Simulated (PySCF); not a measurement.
Gas-phase reaction: 2 HfCl2(OH)2 ⇌ HfCl4.H2O + H + OH + HfO2

Energies from PySCF, thermal terms from the rigid-rotor harmonic-oscillator model, ideal gas at 1 bar. † marks an energy on the PBE0/def2-TZVP geometry and frequencies. Open shells (unrestricted): H (multiplicity 2), OH (multiplicity 2); the rest are closed-shell singlets. Spin-orbit splitting is ignored; it lowers the true energy and changes the entropy of OH. B3LYP is the form with VWN-RPA correlation. Hf: scalar-relativistic def2 core potential, no spin-orbit coupling. Adducts (HfCl4.H2O) have no counterpoise correction, and HF, PBE, BLYP, B3LYP and PBE0 lack dispersion. HfCl2(OH)2, HfCl4.H2O: computed as isolated molecules; such fragments, hydroxides, amides, oligomers or adducts are transient or little studied in the gas.

B3LYP/def2-TZVP† gives ΔH°(298 K) = 1148 kJ.

**Question.** What do ωB97M-V/def2-TZVP†, PBE0/def2-QZVP†, ωB97X-V/def2-TZVP† give?

**Answer.** ωB97M-V/def2-TZVP†: 1182 kJ; PBE0/def2-QZVP†: 1146 kJ; ωB97X-V/def2-TZVP†: 1183 kJ. For scale, ΔH°(298 K) is 1148 kJ at this level, 1182 kJ at ωB97M-V/def2-TZVP†, and runs from 1103 to 1221 kJ over the 16 levels computed.
